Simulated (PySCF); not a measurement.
**Electronic absorption of C7H13B**

Species: C7H13B.
Geometry (PBE0-D3(BJ)/def2-SVP, Å), atoms numbered from 1 in this order:
```
atom  x, y, z in Å
B1     3.069    0.366   -0.510
C2     1.947    0.293    0.562
C3     0.580   -0.236    0.156
C4    -0.410   -0.477    1.300
C5    -1.754   -0.633    0.589
C6    -1.652    0.279   -0.618
C7    -2.661    0.643   -1.411
C8    -0.209    0.704   -0.765
H9     3.003   -0.283   -1.532
H10    4.070    1.016   -0.305
H11    1.860    1.231    1.140
H12    2.426   -0.409    1.287
H13    0.719   -1.193   -0.379
H14   -0.426    0.412    1.955
H15   -0.141   -1.340    1.929
H16   -1.876   -1.675    0.245
H17   -2.624   -0.406    1.223
H18   -2.501    1.290   -2.278
H19   -3.685    0.306   -1.223
H20    0.142    0.693   -1.808
H21   -0.096    1.743   -0.401
```

Method: TDDFT B3LYP/def2-SVPD, vertical, gas phase, core orbitals frozen in the response in PySCF 2.14.0, density-fitted response routines.

```json
{"state": "S1", "E (eV)": "4.62", "λ (nm)": "268.5", "f": "0.0005", "|μ| (D)": "0.17", "main configurations (H = HOMO, L = LUMO)": "H→L (100%)"}
{"state": "S2", "E (eV)": "5.60", "λ (nm)": "221.4", "f": "0.0022", "|μ| (D)": "0.32", "main configurations (H = HOMO, L = LUMO)": "H-1→L (91%)"}
{"state": "S3", "E (eV)": "5.76", "λ (nm)": "215.2", "f": "0.0014", "|μ| (D)": "0.26", "main configurations (H = HOMO, L = LUMO)": "H-2→L (79%), H-4→L (12%)"}
{"state": "S4", "E (eV)": "6.30", "λ (nm)": "196.9", "f": "0.022", "|μ| (D)": "0.96", "main configurations (H = HOMO, L = LUMO)": "H→L+2 (70%), H→L+3 (15%), H→L+1 (14%)"}
{"state": "S5", "E (eV)": "6.45", "λ (nm)": "192.2", "f": "0.218", "|μ| (D)": "2.98", "main configurations (H = HOMO, L = LUMO)": "H→L+1 (76%), H→L+2 (11%)"}
{"state": "S6", "E (eV)": "6.54", "λ (nm)": "189.5", "f": "0.0027", "|μ| (D)": "0.33", "main configurations (H = HOMO, L = LUMO)": "H-3→L (89%)"}
{"state": "S7", "E (eV)": "6.67", "λ (nm)": "185.8", "f": "0.0007", "|μ| (D)": "0.17", "main configurations (H = HOMO, L = LUMO)": "H-4→L (68%), H-2→L (15%)"}
{"state": "S8", "E (eV)": "6.76", "λ (nm)": "183.5", "f": "0.0076", "|μ| (D)": "0.55", "main configurations (H = HOMO, L = LUMO)": "H→L+3 (69%), H→L+2 (17%), H→L+4 (9%)"}
{"state": "S9", "E (eV)": "7.03", "λ (nm)": "176.4", "f": "0.0024", "|μ| (D)": "0.30", "main configurations (H = HOMO, L = LUMO)": "H→L+4 (69%), H→L+5 (13%), H→L+3 (11%)"}
{"state": "S10", "E (eV)": "7.15", "λ (nm)": "173.5", "f": "0.034", "|μ| (D)": "1.12", "main configurations (H = HOMO, L = LUMO)": "H-5→L (84%), H-4→L (9%)"}
```

Triplets (Tamm–Dancoff): T1 4.11 eV, H→L+1 (92%); T2 4.61 eV, H→L (100%); T3 5.13 eV, H-1→L (87%); T4 5.17 eV, H-2→L (71%), H-4→L (18%).

The lowest singlet lies at 4.62 eV (268 nm, ultraviolet) and is very weak; its leading configuration is HOMO→LUMO (100%). The most intense listed level is S5 at 6.45 eV (192 nm, f = 0.218), 1.83 eV above S1. Löwdin shares by element: HOMO carbon 82% or more (atoms not listed hold the other 18%); LUMO boron 55%, hydrogen 21% or more, carbon 14% or more. Weighted by f, the mean energy of these states is 6.52 eV. Orbital energies (eV): HOMO-3 -8.83, HOMO-2 -8.65, HOMO-1 -8.38, HOMO -6.70, LUMO -1.51, LUMO+1 -0.05, LUMO+2 0.37. Of the 10 states listed, 3 reach f = 0.01 and none stays under 0.0005. The vertical ionisation energy (ΔSCF) is 8.94 eV, 1.80 eV above S10. Singlets were solved by full linear response, triplets in the Tamm–Dancoff approximation.

The run took 2.4 min of wall time (with the writing of density and orbital grids) on Intel Xeon 6975P-C, one thread, shared host, and the process peaked at 1.1 GiB of memory.

One conformer stands for the species.
